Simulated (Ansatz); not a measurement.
[AlCl4]- (AlCl₄⁻). Total charge -1; singlet. Geometry r2SCAN-D4/def2-SVPD.

```xyz
5

Al    0.000    0.000    0.000
Cl   -1.318    1.539   -0.790
Cl    2.062    0.491   -0.487
Cl   -0.516   -1.919   -0.882
Cl   -0.228   -0.110    2.160
```

(1) Estimate the orbital energies around the gap (eV) in Ansatz with HF/6-31G, PBE-D4/def2-SVPD, PBE-D4/def2-TZVPD, revPBE-D4/def2-TZVPD, CAM-B3LYP-D4/def2-TZVPD.

## Answers

(1) 
```json
{"orbital": "HOMO−13", "HF/6-31G": "-25.20", "PBE-D4/def2-SVPD": "-15.55", "PBE-D4/def2-TZVPD": "-15.45", "revPBE-D4/def2-TZVPD": "-15.40", "CAM-B3LYP-D4/def2-TZVPD": "-19.64"}
{"orbital": "HOMO−12", "HF/6-31G": "-25.20", "PBE-D4/def2-SVPD": "-15.55", "PBE-D4/def2-TZVPD": "-15.45", "revPBE-D4/def2-TZVPD": "-15.40", "CAM-B3LYP-D4/def2-TZVPD": "-19.64"}
{"orbital": "HOMO−11", "HF/6-31G": "-12.63", "PBE-D4/def2-SVPD": "-6.88", "PBE-D4/def2-TZVPD": "-6.74", "revPBE-D4/def2-TZVPD": "-6.66", "CAM-B3LYP-D4/def2-TZVPD": "-9.82"}
{"orbital": "HOMO−10", "HF/6-31G": "-10.25", "PBE-D4/def2-SVPD": "-5.10", "PBE-D4/def2-TZVPD": "-4.95", "revPBE-D4/def2-TZVPD": "-4.88", "CAM-B3LYP-D4/def2-TZVPD": "-7.82"}
{"orbital": "HOMO−9", "HF/6-31G": "-10.25", "PBE-D4/def2-SVPD": "-5.10", "PBE-D4/def2-TZVPD": "-4.95", "revPBE-D4/def2-TZVPD": "-4.88", "CAM-B3LYP-D4/def2-TZVPD": "-7.82"}
{"orbital": "HOMO−8", "HF/6-31G": "-10.25", "PBE-D4/def2-SVPD": "-5.10", "PBE-D4/def2-TZVPD": "-4.95", "revPBE-D4/def2-TZVPD": "-4.88", "CAM-B3LYP-D4/def2-TZVPD": "-7.82"}
{"orbital": "HOMO−7", "HF/6-31G": "-8.95", "PBE-D4/def2-SVPD": "-3.88", "PBE-D4/def2-TZVPD": "-3.79", "revPBE-D4/def2-TZVPD": "-3.73", "CAM-B3LYP-D4/def2-TZVPD": "-6.67"}
{"orbital": "HOMO−6", "HF/6-31G": "-8.95", "PBE-D4/def2-SVPD": "-3.88", "PBE-D4/def2-TZVPD": "-3.79", "revPBE-D4/def2-TZVPD": "-3.73", "CAM-B3LYP-D4/def2-TZVPD": "-6.67"}
{"orbital": "HOMO−5", "HF/6-31G": "-8.50", "PBE-D4/def2-SVPD": "-3.72", "PBE-D4/def2-TZVPD": "-3.62", "revPBE-D4/def2-TZVPD": "-3.57", "CAM-B3LYP-D4/def2-TZVPD": "-6.41"}
{"orbital": "HOMO−4", "HF/6-31G": "-8.50", "PBE-D4/def2-SVPD": "-3.72", "PBE-D4/def2-TZVPD": "-3.62", "revPBE-D4/def2-TZVPD": "-3.57", "CAM-B3LYP-D4/def2-TZVPD": "-6.41"}
{"orbital": "HOMO−3", "HF/6-31G": "-8.50", "PBE-D4/def2-SVPD": "-3.72", "PBE-D4/def2-TZVPD": "-3.62", "revPBE-D4/def2-TZVPD": "-3.57", "CAM-B3LYP-D4/def2-TZVPD": "-6.41"}
{"orbital": "HOMO−2", "HF/6-31G": "-8.16", "PBE-D4/def2-SVPD": "-3.17", "PBE-D4/def2-TZVPD": "-3.10", "revPBE-D4/def2-TZVPD": "-3.05", "CAM-B3LYP-D4/def2-TZVPD": "-5.86"}
{"orbital": "HOMO−1", "HF/6-31G": "-8.16", "PBE-D4/def2-SVPD": "-3.17", "PBE-D4/def2-TZVPD": "-3.10", "revPBE-D4/def2-TZVPD": "-3.05", "CAM-B3LYP-D4/def2-TZVPD": "-5.86"}
{"orbital": "HOMO", "HF/6-31G": "-8.16", "PBE-D4/def2-SVPD": "-3.17", "PBE-D4/def2-TZVPD": "-3.10", "revPBE-D4/def2-TZVPD": "-3.05", "CAM-B3LYP-D4/def2-TZVPD": "-5.86"}
{"orbital": "LUMO", "HF/6-31G": "7.15", "PBE-D4/def2-SVPD": "2.67", "PBE-D4/def2-TZVPD": "2.59", "revPBE-D4/def2-TZVPD": "2.56", "CAM-B3LYP-D4/def2-TZVPD": "3.45"}
{"orbital": "LUMO+1", "HF/6-31G": "8.40", "PBE-D4/def2-SVPD": "4.01", "PBE-D4/def2-TZVPD": "3.37", "revPBE-D4/def2-TZVPD": "3.28", "CAM-B3LYP-D4/def2-TZVPD": "4.07"}
{"orbital": "LUMO+2", "HF/6-31G": "8.40", "PBE-D4/def2-SVPD": "4.01", "PBE-D4/def2-TZVPD": "3.37", "revPBE-D4/def2-TZVPD": "3.28", "CAM-B3LYP-D4/def2-TZVPD": "4.07"}
{"orbital": "LUMO+3", "HF/6-31G": "8.40", "PBE-D4/def2-SVPD": "4.01", "PBE-D4/def2-TZVPD": "3.37", "revPBE-D4/def2-TZVPD": "3.28", "CAM-B3LYP-D4/def2-TZVPD": "4.07"}
{"orbital": "LUMO+4", "HF/6-31G": "10.08", "PBE-D4/def2-SVPD": "4.27", "PBE-D4/def2-TZVPD": "4.08", "revPBE-D4/def2-TZVPD": "3.96", "CAM-B3LYP-D4/def2-TZVPD": "4.67"}
{"orbital": "LUMO+5", "HF/6-31G": "12.78", "PBE-D4/def2-SVPD": "4.94", "PBE-D4/def2-TZVPD": "4.08", "revPBE-D4/def2-TZVPD": "3.96", "CAM-B3LYP-D4/def2-TZVPD": "4.67"}
```
